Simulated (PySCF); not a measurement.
## Ionisation energy of Pb⁵⁶⁺ by level of theory

Pb⁵⁶⁺ [Ar] 3d8 [3d3/2^4 3d5/2^4, M_J = 4] → Pb⁵⁷⁺ [Ar] 3d7 [3d3/2^4 3d5/2^3, M_J = 9/2], as a difference of total energies. Calculation: PySCF 2.14, in an uncontracted even-tempered set (15 s from 16 bohr⁻², ratio 2.8; 13 p from 21 bohr⁻², ratio 2.8; 8 d from 21 bohr⁻², ratio 2.8; 3 f from 76 bohr⁻², ratio 3); the two-component X2C-1e Hamiltonian. Correlated levels: [Ne] frozen; the 72 highest virtual spinors dropped. "Screened" scales the spin-orbit matrix elements by Boettger's factors to mimic the two-electron term; Breit and QED terms are absent.

```
                    method  ionisation energy (eV)
           GHF (spin-free)                  5748.6
          GMP2 (spin-free)                  5749.7
 GHF (screened spin-orbit)                  5705.8
GMP2 (screened spin-orbit)                  5706.9
```

Breit and QED terms and the two-electron picture change are absent.

The spin-free rows relax to the high-spin LS determinant and lack the spin-orbit shift.

The labels give the starting determinants; with spin-orbit coupling the two ends relaxed to ⟨J²⟩ = 20.00, ⟨L²⟩ = 13.29, ⟨S²⟩ = 1.80 and ⟨J²⟩ = 24.75, ⟨L²⟩ = 16.31, ⟨S²⟩ = 2.50.

For comparison: 5703 ± 5 eV (theoretical estimate listed by NIST; NIST Atomic Spectra Database, ionization energies).
